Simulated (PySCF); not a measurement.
C10H10Cr, triplet, GFN2-xTB optimised geometry. Atoms within 1.6 Å of the plane z = 0.0 Å (x, y, z in Å): Cr1 (-0.03, 0.31, 0.00), C2 (1.03, 1.88, 1.19), C3 (1.76, 1.66, 0.00), C4 (2.20, 0.31, 0.00), C5 (1.76, -0.29, 1.19), H7 (0.67, 2.83, 1.54), H8 (2.03, 2.41, -0.72), H9 (2.88, -0.13, -0.72), H10 (2.03, -1.28, 1.54), C13 (-1.61, 0.80, -1.51), C14 (-2.23, 0.62, -0.25), C15 (-2.01, -0.71, 0.16), C16 (-1.25, -1.36, -0.84), H19 (-2.88, 1.33, 0.24), H20 (-2.46, -1.19, 1.02), H21 (-1.02, -2.41, -0.88).

Method: unrestricted PBE0/def2-SVP (PySCF). Cells within 0.4 Å of a nucleus heavier than hydrogen are left out (blank, or x).

Map of the electrostatic potential (hartree/e), clipped to [-0.08, 0.12] on the plane z = 0.0 Å:

```
|11111111111111111111111111111|
|11111111111111111111111111111|
|11111111111111111111111111111|
|11111111111111111111111111111|
|11111111111111111112111111111|
|11111111110000011222221111111|
|11112211100000012356531100011|
|11122222100000013899962100001|
|11223554210000126999993000000|
|112359995311245699xx995000000|
|111389999954999999xx995100000|
|11126999999999999999999200000|
|1111399xx99999999999999610001|
|10002799x9999xxx9999xx9921011|
|00001499999999x99999x99931111|
|00000299999999999999999621111|
|00000399xx9999999547985321111|
|00000299999998753112332211111|
|00000159999994110001111111111|
|10000024799962000000111111111|
|11000011346641000001111111111|
|11110011124432100001111111111|
|11111111123332111111111111111|
|11111111122222111111111111111|
|11111111112221111111111111111|
|11111111111111111111111111111|
|11111111111111111111111111111|
|11111111111111111111111111111|
|11111111111111111111111111111|
```
Scale: ten equal steps from -0.020 (start of '0') to 0.120 (end of '9'), in the order '0123456789'; x runs from -5.00 to 5.00, y from -5.00 (bottom) to 5.00 (top).
